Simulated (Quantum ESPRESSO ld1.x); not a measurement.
Q: Re3+, configuration [Kr] 4d10 4f14 5s1.75 5p6 5d4 6s0.25 (fractional occupations, a model configuration). Calculated with ld1.x of Quantum ESPRESSO 7.5: Dirac Kohn-Sham, OLYP, spin-unpolarised, spherical densities, point nucleus; open shells are shared between the two j in proportion to 2j + 1. Some entries of the table are withheld. Estimate them.

| orbital | occ. | eigenvalue (eV) | <1/r> (bohr^-1) |
|---|---|---|---|
| 1s1/2 | 2 | -71589.7 | 88.80 |
| 2s1/2 | 2 | -12436.7 | 21.65 |
| 2p1/2 | 2 | -11900.8 | 21.60 |
| 2p3/2 | 4 | -10461.3 | 18.04 |
| 3s1/2 | 2 | -2904.80 | 7.947 |
| 3p1/2 | 2 | (1) | 7.860 |
| 3p3/2 | 4 | (2) | 6.937 |
| 3d3/2 | 4 | (3) | 6.834 |
| 3d5/2 | 6 | (4) | 6.618 |
| 4s1/2 | 2 | -631.755 | 3.345 |
| 4p1/2 | 2 | -532.159 | 3.235 |
| 4p3/2 | 4 | -459.085 | 2.913 |
| 4d3/2 | 4 | -295.779 | 2.702 |
| 4d5/2 | 6 | -282.256 | 2.625 |
| 5s1/2 | 1.75 | -116.780 | 1.315 |
| 5p1/2 | 2 | (5) | 1.190 |
| 4f5/2 | 6 | (6) | (7) |
| 5p3/2 | 4 | (8) | 1.080 |
| 4f7/2 | 8 | (9) | (10) |
| 5d3/2 | 1.6 | -34.7314 | 0.7974 |
| 5d5/2 | 2.4 | -33.5579 | 0.7742 |
| 6s1/2 | 0.25 | -29.5929 | (11) |

A: 
(1) 3p1/2 eigenvalue (eV): -2665.99
(2) 3p3/2 eigenvalue (eV): -2353.21
(3) 3d3/2 eigenvalue (eV): -1953.19
(4) 3d5/2 eigenvalue (eV): -1885.21
(5) 5p1/2 eigenvalue (eV): -86.3880
(6) 4f5/2 eigenvalue (eV): -76.2932
(7) 4f5/2 <1/r> (bohr^-1): 2.188
(8) 5p3/2 eigenvalue (eV): -75.0573
(9) 4f7/2 eigenvalue (eV): -73.7569
(10) 4f7/2 <1/r> (bohr^-1): 2.157
(11) 6s1/2 <1/r> (bohr^-1): 0.5045
